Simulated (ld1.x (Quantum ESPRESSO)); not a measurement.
**How hard is this tin (Sn) TM potential?**

```json
{
  "Element": "Sn",
  "Generator": "ld1.x (Quantum ESPRESSO) 7.5",
  "Type": "norm-conserving Troullier–Martins (Kleinman–Bylander form)",
  "Functional": "LDA (PZ)",
  "Relativity": "scalar-relativistic",
  "Frozen core": "[Kr]",
  "Valence charge": "14",
  "Reference configuration": "4d10 5s2 5p2",
  "Partial waves": "5p (bound): rc 2.05 bohr; 4d (bound): rc 1.65 bohr; 5s (bound): rc 2.10 bohr",
  "Local potential": "the s channel",
  "Core correction": "a·sin(br)/r model core, default radius (core density twice the valence density)"
}
```

The pseudo-atom Hamiltonian at the reference potential is diagonalised in spherical Bessel functions j_l(qr) that vanish at 20 bohr, with q² up to the cutoff. All-electron valence levels (Ry): 5p -0.2847, 4d -1.9034, 5s -0.7948.

Problem. How do the lowest levels (Ry) of each channel move with the cutoff, and are there ghosts?

Solution.

| cutoff (Ry) | p #1 | d #1 | d #2 | s #1 | s #2 | f #1 | Σ f·Δε (mRy) |
| --- | --- | --- | --- | --- | --- | --- | --- |
| 8 | -0.2800 | 0.0296 | 0.0918 | -0.7779 | -0.0308 | 0.1068 | 19373.4 |
| 18 | -0.2833 | -0.1002 | 0.0620 | -0.7897 | -0.0321 | 0.1068 | 18044.8 |
| 40 | -0.2845 | -1.6309 | 0.0495 | -0.7946 | -0.0325 | 0.1068 | 2725.6 |
| 60 | -0.2847 | -1.8890 | 0.0491 | -0.7948 | -0.0326 | 0.1068 | 143.8 |
| 110 | -0.2847 | -1.9032 | 0.0490 | -0.7948 | -0.0326 | 0.1068 | 1.9 |
| 180 | -0.2847 | -1.9034 | 0.0490 | -0.7948 | -0.0326 | 0.1068 | 0.0 |
| 400 | -0.2847 | -1.9034 | 0.0490 | -0.7948 | -0.0326 | 0.1068 | 0.0 |

Result: no extra level below or beside the all-electron valence levels (p, d, s, f tested); 10 mRy is reached at 80 Ry and 1 mRy at 140 Ry.

Its largest configuration-test error is -326 meV.
